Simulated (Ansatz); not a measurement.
[Er(H2O)6]3+ (ErO6H12³⁺), relaxed as a quartet with UKS PBE-D4/def2-SVP in Ansatz, starting from the GFN2-xTB geometry. Force threshold 0.03 eV/Å.

In the def2 sets Er takes a core potential; there is no spin–orbit coupling. With an open 4f shell the SCF may have ended on a state above the lowest.

Start:

```xyz
19

Er    0.001    0.002    0.001
O     0.978   -1.872   -0.986
H     1.105   -2.770   -0.613
H     1.366   -1.965   -1.880
O    -0.979    1.875    0.989
H    -1.354    1.972    1.889
H    -1.122    2.768    0.610
O     2.086    0.648    0.824
H     2.952    0.201    0.729
H     2.321    1.438    1.355
O    -2.085   -0.643   -0.821
H    -2.318   -1.422   -1.367
H    -2.954   -0.204   -0.709
O    -0.381   -1.223    1.950
H    -1.169   -1.748    2.203
H     0.205   -1.344    2.727
O     0.382    1.215   -1.955
H    -0.199    1.321   -2.737
H     1.164    1.750   -2.208
```

```tsv
step	energy (eV)	largest force component (eV/Å)	SCF passes
1	-40068.8403	0.412	89
2	-40068.8837	0.135	65
3 (rejected)	-40068.8803	0.301	77
4	-40068.8889	0.243	57
5	-40068.8917	0.072	50
6	-40068.8917	0.068	29
7	-40068.8928	0.001	54
```

Force components are those of the run's own axes.

End:

```xyz
19

Er   -0.0006   -0.0001   -0.0020
O     0.9661   -1.8540   -0.9746
H     1.0932   -2.7502   -0.5809
H     1.3489   -1.9347   -1.8809
O    -0.9587    1.8565    0.9735
H    -1.3404    1.9380    1.8801
H    -1.0819    2.7537    0.5807
O     2.0591    0.6415    0.8114
H     2.9263    0.1837    0.6988
H     2.2773    1.4372    1.3533
O    -2.0624   -0.6459   -0.8080
H    -2.2810   -1.4417   -1.3496
H    -2.9305   -0.1909   -0.6909
O    -0.3818   -1.2083    1.9245
H    -1.1786   -1.7414    2.1592
H     0.2135   -1.3116    2.7051
O     0.3776    1.2101   -1.9281
H    -0.2181    1.3112   -2.7087
H     1.1720    1.7470   -2.1627
```

By distances, no bond broke or formed. The bond that changes most is Er1–O14, from 2.33 to 2.31 Å (atoms count from 1).

No frequencies were taken in this run, so the end may be a saddle point.

Hardware: 4 threads of Intel Xeon on a shared host. Wall time 1.8 min.
